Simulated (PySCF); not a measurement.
ReO2Br3, SMILES [O]=[Re](=[O])([Br])([Br])[Br], multiplicity 1.

Geometry optimised at B3LYP-D3(BJ)/def2-SVP. The multiplicity is an assumed one; other spin states were not compared. The def2 effective core potentials stand for the cores of Re; spin–orbit coupling is left out.

Two levels are set side by side: PBE/def2-TZVP (PySCF) and PBE0/def2-TZVP (PySCF). Same geometry, gas phase. Differences are taken from unrounded values.

```tsv
quantity	PBE
orbital gap (eV)	1.05
highest occupied level (eV)	-6.90
lowest empty level (eV)	-5.85
dipole moment (D)	0.08
mean polarisability (bohr³)	120.5
```

Task: These are the PBE values. What does PBE0 give? (The exact figures need the calculation; the answer reports its results.)

Result: 
| quantity | PBE0 | PBE minus PBE0 |
|---|---|---|
| orbital gap (eV) | 2.79 | -1.74 |
| highest occupied level (eV) | -8.14 | 1.24 |
| lowest empty level (eV) | -5.35 | -0.50 |
| dipole moment (D) | 0.08 | 0.00 |
| mean polarisability (bohr³) | 115.8 | 4.7 |

PBE's occupied levels lie high since its potential decays too fast outside the molecule; exact exchange lowers them and widens the gap. Loosely held outer electrons make PBE densities more polarisable. Differences between two approximate levels are no errors against the true value.

Rough cost on one machine, each run with all the roots and properties that it gave: PBE0 against PBE within a factor of 2.
